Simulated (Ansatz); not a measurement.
The same path of AlFH₆O₂Si (11 atoms, charge 0, multiplicity 1) was run 3 times with different band settings. Lost on the way: Al1–H2, O9–H11. Made: H2–H11.

All numbers below come from Ansatz 0.2.0, RKS PBE0/def2-SVP.

Relaxed end points:

```xyz
11
Properties=species:S:1:pos:R:3
Al -0.321 -0.116 0.253
H -0.871 -0.768 1.585
O 1.293 -0.448 -0.277
Si 2.401 -1.270 -1.174
H 1.767 -2.371 -1.966
H 3.097 -0.344 -2.123
H 3.442 -1.877 -0.286
F -1.428 0.232 -0.952
O 0.262 1.670 0.869
H 1.216 1.655 0.685
H 0.138 1.903 1.799
```

```xyz
11
Properties=species:S:1:pos:R:3
Al 0.004 0.606 -0.093
H -0.350 -0.523 1.732
O 1.362 -0.292 -0.544
Si 2.403 -1.391 -1.191
H 1.670 -2.407 -2.008
H 3.400 -0.701 -2.065
H 3.137 -2.099 -0.098
F -1.495 0.067 -0.554
O 0.112 2.161 0.569
H 0.916 2.670 0.672
H -0.162 0.176 1.993
```

Common settings: movable images 7; climbing image yes; optimiser quadratic models (default); force threshold 0.05 eV/Å; iteration limit 60; end points relaxed.

| run | spring | start path |
| --- | --- | --- |
| 1 | 5.0 eV/Å² | through a guess of the saddle point |
| 2 | 50.0 eV/Å² | through a guess of the saddle point |
| 3 | 5.0 eV/Å² | straight line |

(1) What does each run give, and how far can it be trusted?

## Answers

(1) Run 1: converged after 18 iterations, highest image 0.822 eV above the first end. A vibrational analysis at the climbing image gives one clearly imaginary mode, 1166i cm⁻¹: a first-order saddle point.
Run 2: converged after 22 iterations, highest image 0.822 eV above the first end. Another band between the same ends (7 images) ends at a top of the same energy, where a vibrational analysis finds 1 clearly imaginary mode.
Run 3: converged after 13 iterations, highest image 0.822 eV above the first end. Another band between the same ends (7 images) ends at a top of the same energy, where a vibrational analysis finds 1 clearly imaginary mode.
The orbitals stay closed-shell, which can raise the energy where a bond breaks towards radicals; this wasn't checked here.
